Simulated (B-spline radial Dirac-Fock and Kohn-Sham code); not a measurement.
**Internal conversion coefficients of Rb at 149 keV**

Z = 37 (rubidium), transition energy 149 keV. Level of theory: a Dirac-Hartree-Slater potential of the neutral atom with a Latter tail (no hole, which puts coefficients of high multipoles low close above an edge), finite nucleus with surface currents; a radial finite-basis atomic code. Subshells that would emit electrons below 1 keV are left out.

| subshell | electron energy (keV) | E3 | E5 | M3 | M4 | M5 |
| --- | --- | --- | --- | --- | --- | --- |
| K | 133.80 | 1.19 | 40.8 | 2.13 | 14.2 | 94.8 |
| L1 | 146.94 | 0.110 | 3.44 | 0.274 | 2.02 | 15.0 |
| L2 | 147.14 | 0.0723 | 12.7 | 0.0353 | 0.372 | 3.66 |
| L3 | 147.20 | 0.0794 | 12.7 | 0.0561 | 0.903 | 11.8 |
| M1 | 148.67 | 0.0181 | 0.565 | 0.0473 | 0.354 | 2.66 |
| M2 | 148.75 | 0.0126 | 2.23 | 0.00617 | 0.0654 | 0.647 |
| M3 | 148.76 | 0.0138 | 2.22 | 0.00990 | 0.161 | 2.13 |
| M4 | 148.89 | 4.04e-05 | 0.0423 | 5.55e-05 | 0.00127 | 0.0226 |
| M5 | 148.89 | 4.75e-05 | 0.0393 | 1.69e-05 | 0.000809 | 0.0225 |
| total |  | 1.50 | 75.3 | 2.57 | 18.2 | 131 |

Question: For a pure E3 transition, what fraction of decays emits a photon?

Answer: 1/(1 + α) = 0.400 with the total α = 1.50; the total includes the outer subshells that are not listed.

Values without a named source are computed, but for edge energies of neutral atoms, which are taken from tables.
